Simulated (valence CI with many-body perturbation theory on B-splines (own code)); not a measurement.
Values are calculated unless marked as measured or tabulated.
Level structure of Ge XII

Level of theory: relativistic CI+MBPT: three valence electrons over a frozen Dirac-Fock core [Ar], a basis of 7 s, 7 p, 8 d, 6 f, 4 g, 1 h functions for each j, with the one-electron correlation potential Σ1 (screened to all orders), the two-electron term Σ2, the three-electron term Σ3, Breit, model QED; selected single and double excitations, second order for the rest, scaled by the run's own slope (own B-spline code, finite nucleus).

No measured levels were compared; by estimate terms of the open shell hold to 2 to 4 % of their energy, and close levels can change places. The list stops below the first excitations out of the core. Only levels of the ground parity were solved; by the run's estimate the other parity begins above the list, which can be wrong where configurations are misplaced.

Levels 1 to 19 of 19, with energies above the lowest level, 3d³ ⁴F_3/2. "Leading %" is the weight of the configuration and term that name the level; weights of strongly mixed levels are sums over their largest components and can fall short. In the jj column 3d3/2^4 stands for four electrons in 3d with j = 3/2.

```
No.  Configuration  Term     J  E (eV)  Leading %             Leading jj      g
  1            3d³    ⁴F   3/2   0.000         99         3d3/2^3 (43 %)  0.403
  2            3d³    ⁴F   5/2   0.320         99   3d3/2^2 3d5/2 (80 %)  1.028
  3            3d³    ⁴F   7/2   0.711         99   3d3/2 3d5/2^2 (74 %)  1.236
  4            3d³    ⁴F   9/2   1.143         98   3d3/2 3d5/2^2 (50 %)  1.328
  5            3d³    ⁴P   1/2   4.159         94   3d3/2^2 3d5/2 (76 %)  2.558
  6            3d³    ⁴P   3/2   4.164         85   3d3/2^2 3d5/2 (58 %)  1.659
  7            3d³    ²G   7/2   4.584         99   3d3/2 3d5/2^2 (51 %)  0.890
  8            3d³    ⁴P   5/2   4.679         99   3d3/2 3d5/2^2 (64 %)  1.594
  9            3d³    ²G   9/2   4.866         83   3d3/2^2 3d5/2 (67 %)  1.083
 10            3d³    ²D   3/2   5.753         54   3d3/2 3d5/2^2 (66 %)  1.084
 11            3d³    ²P   1/2   6.002         94   3d3/2 3d5/2^2 (76 %)  0.776
 12            3d³    ²H   9/2   6.389         84   3d3/2 3d5/2^2 (50 %)  0.940
 13            3d³    ²H  11/2   6.503        100  3d3/2 3d5/2^2 (100 %)  1.090
 14            3d³    ²D   5/2   6.695         98   3d3/2 3d5/2^2 (55 %)  1.203
 15            3d³    ²P   3/2   6.994         55         3d5/2^3 (83 %)  1.116
 16            3d³    ²F   7/2  10.018        100   3d3/2 3d5/2^2 (75 %)  1.141
 17            3d³    ²F   5/2  10.187         99   3d3/2 3d5/2^2 (52 %)  0.859
 18            3d³    ²D   5/2  15.547         99   3d3/2^2 3d5/2 (48 %)  1.197
 19            3d³    ²D   3/2  15.701        100   3d3/2 3d5/2^2 (88 %)  0.799
```

Names give the largest LS component (configuration and term), which can be under half, so a name can repeat, a term be missing and a line seem to break the LS rules; names also repeat where a configuration has a term twice.

The ionisation energy to 3d² ³F2 of the next ion comes out as 326.36 eV (NIST: 326 ± 2.5 eV (theoretical)). All 19 levels together are meant to be complete up to 64.820 eV.
